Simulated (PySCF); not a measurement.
**`C=C[S@@](=O)CCC=O`, C5H8O2S**

Geometry (Å), atoms numbered from 1 in this order:
```xyz
16

C     2.2044   -1.0548    0.6191
C     1.9879    0.1312    0.0970
S     0.6422    0.3846   -1.0884
O    -0.0566   -0.9081   -1.2034
C    -0.4644    1.3433    0.0883
C    -1.7673    0.5705    0.0973
C    -1.4944   -0.8675    0.5135
O    -0.8090   -1.1606    1.4587
H     1.5553   -1.8760    0.3587
H     2.9923   -1.2523    1.3259
H     2.5699    1.0189    0.2815
H    -0.5695    2.3552   -0.2954
H    -0.0053    1.3520    1.0742
H    -2.4537    0.9989    0.8327
H    -2.2391    0.5930   -0.8845
H    -2.1004   -1.6191   -0.0192
```

Computed with GIAO KT3/pcSseg-1 magnetisability, rotational g tensor and spin-rotation constants, non-relativistic, gas phase (PySCF). Geometry: GFN2-xTB.

**Question.** Give the nuclear spin-rotation constants along the inertial axes (H = +C I·J) beside the isotropic shieldings.

**Answer.** Rotational constants 2.4753, 1.6878, 1.3497 GHz. A star marks the isotopologue with that one atom substituted, in its own axes.
```
atom  isotope  Caa (kHz)  Cbb (kHz)  Ccc (kHz)  mean (kHz)  σ (ppm)
  H9       1H     -0.141     -0.120      0.023      -0.079     25.6
 H10       1H     -0.094     -0.019     -0.090      -0.068     25.7
 H11       1H     -0.140     -0.133      0.025      -0.083     25.5
 H12       1H     -0.270      0.053     -0.122      -0.113     28.5
 H13       1H     -0.222     -0.071     -0.017      -0.103     27.3
 H14       1H     -0.057     -0.193     -0.066      -0.105     29.5
 H15       1H     -0.238     -0.052     -0.077      -0.123     29.7
 H16       1H     -0.094     -0.116      0.104      -0.035     21.6
  C1     13C*      0.626      0.519      0.418       0.521     70.6
  C2     13C*      0.798      0.520      0.486       0.601     44.8
  S3     33S*      0.940      0.663      0.500       0.701    233.7
  O4     17O*      0.003     -0.184     -0.353      -0.178    248.7
  C5     13C*      0.427      0.478      0.241       0.382    122.9
  C6     13C*      0.476      0.259      0.235       0.323    148.1
  C7     13C*      0.724      0.704      0.616       0.681      5.5
  O8     17O*     -0.488     -1.262     -0.746      -0.832   -211.5
```
For the geometry as given, no vibrational averaging.

**Question.** How do the rotational constants and the g tensor change when H9, H10, H11, H12, H13, H14, H15, H16 are replaced by deuterium?

**Answer.** Constants 2.2045, 1.4742, 1.2016 GHz; g -0.0283, -0.0198, -0.0156, against -0.0294, -0.0234, -0.0181 before.
